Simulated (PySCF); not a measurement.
Which element holds Cl most strongly?

PBE in PySCF with def2-SVPD on every atom (core potentials on In, Sn, Sb), for the lowest determinant that a PBE0 search found; no spin–orbit coupling. D0 is De less the harmonic zero-point energy.

| M | state (unpaired electrons) | Re (Å) | ωe (cm⁻¹) | D0(MCl) (eV) |
| --- | --- | --- | --- | --- |
| Si | doublet (π ↑) | 2.119 | 499 | 4.49 |
| C | doublet (π ↑) | 1.675 | 845 | 4.60 |
| Sn | doublet (π ↑) | 2.435 | 329 | 4.06 |
| Sb | triplet (π ↑↑) | 2.407 | 350 | 3.30 |
| In | singlet (closed shell) | 2.481 | 297 | 4.69 |

Task: Order the elements by D0 and give the energy of InCl + Sb → SbCl + In.

Result: In > C > Si > Sn > Sb; ΔE = 4.69 − 3.30 = +1.39 eV at PBE/def2-SVPD. Close neighbours can swap at other levels.

These are scalar-relativistic numbers at best; spin–orbit coupling would shift them, the dissociation energy most. States were picked by a PBE0 search and need not be the measured ground states.
